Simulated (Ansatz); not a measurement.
Reaction (formal loss of a carbene): `[CH3][Ge]([CH3])([F])[F]` → `[CH3][GeH]([F])[F]` + `[CH2]` (triplet)

Program: Ansatz. Geometries: PBE0-D4/def2-TZVP. ΔE: electronic, gas phase. CBS: MP2 limit from def2 TZ/QZ plus the TZ coupled-cluster correction, frozen cores. This one scheme is used for every species. Functionals use def2-TZVPP. Triplets are unrestricted, without spin–orbit coupling. For Ge outer-core shells are correlated without core-valence functions, which leaves a few kJ/mol of doubt a bond. Scalar relativity is left out up to krypton.

CCSD(T)/CBS gives +116.1 kcal/mol.

Another level gave +109.0 kcal/mol. Which?
A. ωB97M-V/def2-TZVPP
B. BHLYP/def2-TZVPP
C. r2SCANh-D4/def2-TZVPP
D. PBE0/def2-TZVPP

B. BHLYP 109.0, PBE0 113.5, ωB97M-V 116.2, r2SCANh-D4 110.0 kcal/mol.

Largest T1 diagnostic among the species: 0.012.

The D4 term adds +2.4 kcal/mol with B3LYP and +1.3 kcal/mol with PBE0; it sums over pairs of atoms, weighted by their polarisabilities, and B3LYP, whose exchange is more repulsive, gets the larger term. Leaving LDA and LC-ωPBE aside and taking each functional with its dispersion term where it has one, the values, not all of them listed here, spread over 8.2 kcal/mol, from r2SCAN0-D4 to ωB97X-V. LDA lies +16.7 kcal/mol from PBE without D4.

B3LYP here is the variant with VWN-RPA as its local correlation; programs differ in this.
